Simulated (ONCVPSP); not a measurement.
# Zr, ONCV: configuration errors across variants

ONCVPSP 4.0.1 input, shortened (lines: element, Z, core and valence counts, functional; n l f; lmax; l rc ep ncon nbas qcut; lloc lpopt rc5 dvloc0; l nproj debl; icmod fcfact rcfact), PBEsol, scalar-relativistic:

```
  Zr 40.00    6    4  -116133      upf
    1    0    2.00
    2    0    2.00
    2    1    6.00
    3    0    2.00
    3    1    6.00
    3    2   10.00
    4    0    2.00
    4    1    6.00
    4    2    3.00
    5    0    1.00
    2
    0    2.20    0.00    4    9    6.90
    1    1.40    0.00    4    8    5.20
    2    2.70    0.00    5   10    6.50
    4    5    1.20    0.00
    0    3    1.80
    1    2    1.70
    2    2    2.40
    3    2.50    1.25
```

All-electron excitation energies from the reference (eV): (1) 4s2 4p6 4d2 5s2 -1.209; (2) 4s2 4p6 4d2 5s1 5.962; (3) 4s2 4p6 4d2 5s0 18.872; (4) 4s2 4p5 4d2 5s2 36.761.

Errors AE − PS in meV (a dash: test not solved or not reliable):

| change | (1) | (2) | (3) | (4) | bound ghosts | GHOST(+) flags above zero |
| --- | --- | --- | --- | --- | --- | --- |
| base | +1.4 | +1.6 | -0.3 | -2.3 | none | s |
| local potential polynomial inside 1.20 bohr (lpopt 5, dvloc0 -2 Ha) | +1.4 | +1.6 | -0.3 | -2.3 | none | s |
| local potential polynomial inside 1.20 bohr (lpopt 5, dvloc0 -1 Ha) | +1.4 | +1.6 | -0.3 | -2.3 | none | s |
| local potential polynomial inside 1.20 bohr (lpopt 5, dvloc0 0.5 Ha) | +1.4 | +1.6 | -0.3 | -2.3 | none | s |
| local potential polynomial inside 1.20 bohr (lpopt 5, dvloc0 1.5 Ha) | +1.4 | +1.6 | -0.3 | -2.3 | none | s |
| local potential polynomial inside 1.20 bohr (lpopt 5, dvloc0 2.5 Ha) | +1.4 | +1.6 | -0.3 | -2.4 | none | s |
| local potential polynomial inside 1.20 bohr (lpopt 5, dvloc0 4 Ha) | +1.4 | +1.6 | -0.4 | -2.4 | none | s |
| local potential polynomial inside 1.20 bohr (lpopt 5, dvloc0 5 Ha) | +1.4 | +1.6 | -0.4 | -2.5 | none | s |
| local potential polynomial inside 1.20 bohr (lpopt 5, dvloc0 6.5 Ha) | +1.3 | +1.5 | -0.8 | -2.8 | none | none |
| local potential polynomial inside 1.20 bohr (lpopt 5, dvloc0 8 Ha) | +1.4 | +1.8 | +0.2 | -1.8 | none | s |

(1) Give the same row for: local potential polynomial inside 1.20 bohr (lpopt 5, dvloc0 9.5 Ha).

Results:

(1) +1.4, +1.7, -0.1, -2.1; bound ghosts: none; GHOST(+) flags above zero: none.
